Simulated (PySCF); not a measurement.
Ga(F)2(Me) (CH3F2Ga), SMILES [Ga]([CH3])([F])[F].

The structure is a stationary point at PBE0-D3(BJ)/def2-SVP.

Level of theory: IEF-PCM-B3LYP/def2-SVP in PySCF.

The values are the electrostatic part of the solvation free energy, E(continuum) − E(gas) at the gas-phase geometry, in a cavity of scaled van der Waals radii (PySCF's table); cavitation and dispersion terms are not included. A continuum can't describe solvent molecules that bind to the metal. In vacuum the orbital gap is 8.25 eV. The dipole moment in vacuum is 3.42 D.

```csv
solvent,ε,ΔG(elec) (kcal/mol),dipole (D),gap (eV)
water,78.36,-8.2,3.99,8.25
chlorobenzene,5.70,-6.3,3.87,8.25
tetrahydrofuran,7.43,?,?,?
```

Fill in the missing entries. (An estimate is asked for; the answer gives what the named calculation found.)


- tetrahydrofuran, ΔG(elec) (kcal/mol): -6.7
- tetrahydrofuran, dipole (D): 3.90
- tetrahydrofuran, gap (eV): 8.25
